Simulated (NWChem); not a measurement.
All runs are NWChem calculations. System: H4OSi2, charge 1, spin multiplicity 2, at the geometry of a parent with another charge or spin, in a state set for the comparison that need not be this species' ground state. Its SCF solution wasn't tested for a lower state. Level: UHF/6-31G* (spherical d).

The NWChem input:

```
start mol
memory heap 200 mb stack 900 mb global 1100 mb
charge 1
geometry units angstroms nocenter noautoz noautosym
  Si    -0.348985     0.945081     0.498673
  O      1.250676     1.309158     0.159773
  H      1.826976     0.668666    -0.281046
  Si    -0.405662    -1.343140    -0.432507
  H      0.927384    -1.752294    -0.998731
  H     -1.415617    -1.462429    -1.534918
  H     -0.779087    -2.354387     0.610172
end
basis spherical
  * library 6-31g*
end
scf
  uhf
  nopen 1
  maxiter 100
  thresh 1e-7
  semidirect memsize 60000000 filesize 0
  # guess.movecs holds the orbitals of an unrestricted PBE0 run
  vectors input guess.movecs output mol.movecs
end
task scf energy
```

NWChem printed:

```
             Northwest Computational Chemistry Package (NWChem) 7.3.0
             --------------------------------------------------------

                                NWChem Input Module
                                -------------------

 Scaling coordinates for geometry "geometry" by  1.889725989
 (inverse scale =  0.529177249)

                             Geometry "geometry" -> ""
                             -------------------------

 Output coordinates in angstroms (scale by  1.889725989 to convert to a.u.)

  No.       Tag          Charge          X              Y              Z
 ---- ---------------- ---------- -------------- -------------- --------------
    1 Si                  14.0000    -0.34898500     0.94508100     0.49867300
    2 O                    8.0000     1.25067600     1.30915800     0.15977300
    3 H                    1.0000     1.82697600     0.66866600    -0.28104600
    4 Si                  14.0000    -0.40566200    -1.34314000    -0.43250700
    5 H                    1.0000     0.92738400    -1.75229400    -0.99873100
    6 H                    1.0000    -1.41561700    -1.46242900    -1.53491800
    7 H                    1.0000    -0.77908700    -2.35438700     0.61017200

 Effective nuclear repulsion energy (a.u.)     131.8790130595

            Nuclear Dipole moment (a.u.)
            ----------------------------
        X                 Y               Z
 ---------------- ---------------- ----------------
     0.0000113384    -0.0000113384    -0.0000283459


 Summary of "ao basis" -> "" (spherical)
 ------------------------------------------------------------------------------
       Tag                 Description            Shells   Functions and Types
 ---------------- ------------------------------  ------  ---------------------
 *                           6-31g*                   on all atoms

 Summary of "ao basis" -> "ao basis" (spherical)
 ------------------------------------------------------------------------------
       Tag                 Description            Shells   Functions and Types
 ---------------- ------------------------------  ------  ---------------------
 Si                          6-31g*                  8       18   4s3p1d
 O                           6-31g*                  6       14   3s2p1d
 H                           6-31g*                  2        2   2s

                                 NWChem SCF Module
                                 -----------------

  ao basis        = "ao basis"
  functions       =    58
  atoms           =     7
  alpha electrons =    20
  beta  electrons =    19
  charge          =   1.00
  wavefunction    = UHF
  use symmetry    = F
  symmetry adapt  = F

 Summary of "ao basis" -> "ao basis" (spherical)
 ------------------------------------------------------------------------------
       Tag                 Description            Shells   Functions and Types
 ---------------- ------------------------------  ------  ---------------------
 Si                          6-31g*                  8       18   4s3p1d
 O                           6-31g*                  6       14   3s2p1d
 H                           6-31g*                  2        2   2s

 Forming initial guess at       0.1s

 Starting SCF solution at       0.1s

 ----------------------------------------------
         Quadratically convergent UHF

 Convergence threshold     :          1.000E-07
 Maximum no. of iterations :          100
 Integral*density screening:          1.000E-09
[...]
   Bfn.  Coefficient  Atom+Function         Bfn.  Coefficient  Atom+Function
  ----- ------------  ---------------      ----- ------------  ---------------
    43      0.391587  4 Si pz                56     -0.258877  6 H  s
    58      0.258585  7 H  s                 55     -0.229972  6 H  s
    57      0.229789  7 H  s                 42     -0.163044  4 Si py
    39     -0.154045  4 Si pz

 Vector   19  Occ=1.000000D+00  E=-6.630900D-01
              MO Center= -1.7D-01, -8.4D-01, -3.0D-01, r^2= 3.9D+00
   Bfn.  Coefficient  Atom+Function         Bfn.  Coefficient  Atom+Function
  ----- ------------  ---------------      ----- ------------  ---------------
    41      0.330712  4 Si px                 6      0.254202  1 Si s
    54      0.227393  5 H  s                 10      0.183245  1 Si s
    22      0.178926  2 O  py                53      0.178780  5 H  s
    21      0.172309  2 O  px                58     -0.172557  7 H  s
     7     -0.171284  1 Si px                56     -0.172038  6 H  s

 Vector   20  Occ=0.000000D+00  E=-2.416067D-01
              MO Center= -5.2D-01,  4.9D-01,  3.6D-01, r^2= 3.8D+00
   Bfn.  Coefficient  Atom+Function         Bfn.  Coefficient  Atom+Function
  ----- ------------  ---------------      ----- ------------  ---------------
    10      0.464341  1 Si s                  8      0.299651  1 Si py
    42     -0.297420  4 Si py                44     -0.267504  4 Si s
    46     -0.241293  4 Si py                 6      0.219207  1 Si s
    11     -0.198046  1 Si px                 9      0.171902  1 Si pz
    40     -0.161205  4 Si s                  7     -0.156651  1 Si px

 Vector   21  Occ=0.000000D+00  E=-1.867205D-01
              MO Center= -3.5D-01,  7.4D-01,  4.2D-01, r^2= 3.3D+00
   Bfn.  Coefficient  Atom+Function         Bfn.  Coefficient  Atom+Function
  ----- ------------  ---------------      ----- ------------  ---------------
    13      0.503163  1 Si pz                 9      0.443006  1 Si pz
    27     -0.222528  2 O  pz                12     -0.208592  1 Si py
    56      0.197711  6 H  s                 58     -0.195709  7 H  s
     8     -0.183135  1 Si py                23     -0.176698  2 O  pz
     5     -0.166460  1 Si pz                11      0.154167  1 Si px

 Vector   22  Occ=0.000000D+00  E=-8.813988D-02
              MO Center= -1.3D-01,  5.2D-01,  2.5D-01, r^2= 5.2D+00
   Bfn.  Coefficient  Atom+Function         Bfn.  Coefficient  Atom+Function
  ----- ------------  ---------------      ----- ------------  ---------------
    11      0.584556  1 Si px                24     -0.587358  2 O  s
    12      0.523440  1 Si py                54     -0.513457  5 H  s
    45      0.504821  4 Si px                44      0.369564  4 Si s
    46      0.307849  4 Si py                58      0.213754  7 H  s
    56      0.207144  6 H  s                  7      0.204656  1 Si px

 center of mass
 --------------
 x =  -0.01353550 y =   0.12098925 z =   0.05434146

 moments of inertia (a.u.)
 ------------------
         465.021462436229        -127.731731501577         -12.539563794155
        -127.731731501577         200.904943525766        -125.101486902351
         -12.539563794155        -125.101486902351         549.005689087093

  Mulliken analysis of the total density
  --------------------------------------

    Atom       Charge   Shell Charges
 -----------   ------   -------------------------------------------------------
    1 Si  14    13.00   2.00  2.00  5.97  1.18  1.16  0.39  0.17  0.14
    2 O    8     8.83   2.00  0.89  2.88  0.98  2.07  0.02
    3 H    1     0.47   0.43  0.04
    4 Si  14    13.58   2.00  2.00  5.98  0.98  1.89  0.31  0.27  0.15
    5 H    1     1.05   0.48  0.57
    6 H    1     1.03   0.48  0.55
    7 H    1     1.03   0.48  0.55

  Mulliken analysis of the alpha density
  --------------------------------------

    Atom       Charge   Shell Charges
 -----------   ------   -------------------------------------------------------
    1 Si  14     6.82   1.00  1.00  2.99  0.64  0.78  0.19  0.14  0.08
    2 O    8     4.41   1.00  0.45  1.44  0.49  1.02  0.01
    3 H    1     0.24   0.22  0.02
    4 Si  14     6.95   1.00  1.00  2.99  0.51  1.06  0.16  0.15  0.08
    5 H    1     0.54   0.25  0.29
    6 H    1     0.52   0.24  0.28
    7 H    1     0.52   0.24  0.28

   Mulliken analysis of the beta density
   -------------------------------------

    Atom       Charge   Shell Charges
 -----------   ------   -------------------------------------------------------
    1 Si  14     6.19   1.00  1.00  2.99  0.53  0.38  0.20  0.03  0.06
    2 O    8     4.42   1.00  0.44  1.44  0.49  1.04  0.01
    3 H    1     0.23   0.21  0.02
    4 Si  14     6.63   1.00  1.00  2.99  0.47  0.83  0.16  0.12  0.07
    5 H    1     0.51   0.23  0.28
    6 H    1     0.51   0.24  0.27
    7 H    1     0.51   0.24  0.27

   Mulliken analysis of the spin density
   -------------------------------------

    Atom       Charge   Shell Charges
 -----------   ------   -------------------------------------------------------
    1 Si  14     0.63   0.00  0.00  0.00  0.11  0.40 -0.01  0.11  0.01
    2 O    8    -0.01   0.00  0.00  0.00 -0.00 -0.02  0.00
    3 H    1     0.01   0.01  0.00
    4 Si  14     0.32   0.00  0.00  0.00  0.04  0.24 -0.00  0.03  0.01
    5 H    1     0.03   0.01  0.02
    6 H    1     0.01   0.01  0.01
    7 H    1     0.01   0.01  0.01

       Multipole analysis of the density wrt the origin
       ------------------------------------------------

     L   x y z        total         alpha         beta         nuclear
     -   - - -        -----         -----         ----         -------
     0   0 0 0      1.000000    -20.000000    -19.000000     40.000000

     1   1 0 0     -0.534543      0.181961     -0.716515      0.000011
     1   0 1 0      0.131402     -0.552780      0.684193     -0.000011
     1   0 0 1      0.219803     -0.283815      0.503646     -0.000028

     2   2 0 0    -20.106879    -52.950355    -50.474042     83.317518
     2   1 1 0     -2.089091    -35.002120    -37.116768     70.029798
     2   1 0 1     -1.232888     -3.343692     -4.589631      6.700435
     2   0 2 0    -19.305659   -125.859298   -117.250271    223.803910
     2   0 1 1      1.474072    -34.630971    -30.939799     67.044841
     2   0 0 2    -20.328777    -29.801115    -26.628521     36.100860

 Task  times  cpu:        1.5s     wall:        1.5s

 Total times  cpu:        1.5s     wall:        1.5s
```
